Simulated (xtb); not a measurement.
Input file for xtb: GFN1-xTB on C3H9Al (SMILES [CH3][Al]([CH3])[CH3]).

```
$ xtb mol.xyz --gfn 1 --sp --chrg 0 --uhf 0
13

C      0.00465871     0.65506392    -1.10180150
Al     0.15315316    -0.07140477     0.73564969
C      1.93289906    -0.09291338     1.57865918
C     -1.15786005    -1.44618792     1.29854486
H      0.46203798    -0.02607496    -1.82726899
H      0.52357125     1.61294718    -1.22390372
H     -1.03133044     0.79667961    -1.42949236
H      1.88038753    -0.25454227     2.65982725
H      2.48305907     0.83886942     1.41459742
H      2.55348150    -0.89853897     1.17156102
H     -1.22614783    -1.54824823     2.38786421
H     -0.86994613    -2.43432472     0.92419760
H     -2.16942039    -1.26098833     0.92022612
```

The head of its log:

```
[...]
           -------------------------------------------------
          |                Calculation Setup                |
           -------------------------------------------------



           -------------------------------------------------
          |                 G F N 1 - x T B                 |
           -------------------------------------------------

        Reference                      10.1021/acs.jctc.7b00118
      * Hamiltonian:
        H0-scaling (s, p, d)           1.850000    2.250000    2.000000
        zeta-weighting                 0.000000
      * Dispersion:
        s8                             2.400000
        a1                             0.630000
        a2                             5.000000
        s9                             0.000000
      * Repulsion:
        kExp                           1.500000
        rExp                           1.000000
      * Coulomb:
        alpha                          2.000000
        third order                    atomic
        anisotropic                    false
      * Halogen bond correction:
        rad-scale                      1.300000
        damping                        0.440000


          ...................................................
          :                      SETUP                      :
          :.................................................:
          :  # basis functions                  40          :
          :  # atomic orbitals                  39          :
          :  # shells                           27          :
          :  # electrons                        24          :
          :  # halogen bonds                     0          :
          :  max. iterations                   250          :
          :  Hamiltonian                  GFN1-xTB          :
          :  restarted?                      false          :
          :  GBSA solvation                  false          :
          :  PC potential                    false          :
          :  electronic temp.          300.0000000     K    :
          :  accuracy                    1.0000000          :
          :  -> integral cutoff          0.2500000E+02      :
          :  -> integral neglect         0.1000000E-07      :
          :  -> SCF convergence          0.1000000E-05 Eh   :
          :  -> wf. convergence          0.2000000E-04 e    :
          :  Broyden damping             0.4000000          :
          :  net charge                          0          :
          :  unpaired electrons                  0          :
          ...................................................

 iter      E             dE          RMSdq      gap      omega  full diag
   1    -12.5931787 -0.125932E+02  0.757E+00    4.84       0.0  T
   2    -12.5958130 -0.263422E-02  0.459E+00    4.86       1.0  T
```

Predict the final total energy.

-12.4350 hartree.
